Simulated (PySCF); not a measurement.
Radial density of Al⁺ (aluminium, charge +1)

UHF, [Ne] 3s2, closed-shell 1S. Calculation: PySCF 2.14, in x2c-TZVPall (5s5p2d1f, 37 functions); scalar relativity by spin-free X2C-1e.

```csv
r (bohr),4πr²ρ (e/bohr)
0.00227,0.09528
0.00382,0.2558
0.00643,0.6571
0.0108,1.628
0.0182,3.746
0.0306,7.611
0.0515,12.49
0.0866,14.54
0.146,10.72
0.245,8.755
0.412,12.62
0.693,8.833
1.17,2.011
1.96,1.021
3.30,0.4235
5.55,0.01935
9.33,4.034e-05
```

Densities and radii are taken from the X2C orbitals without a picture-change correction, which distorts them close to the nucleus.
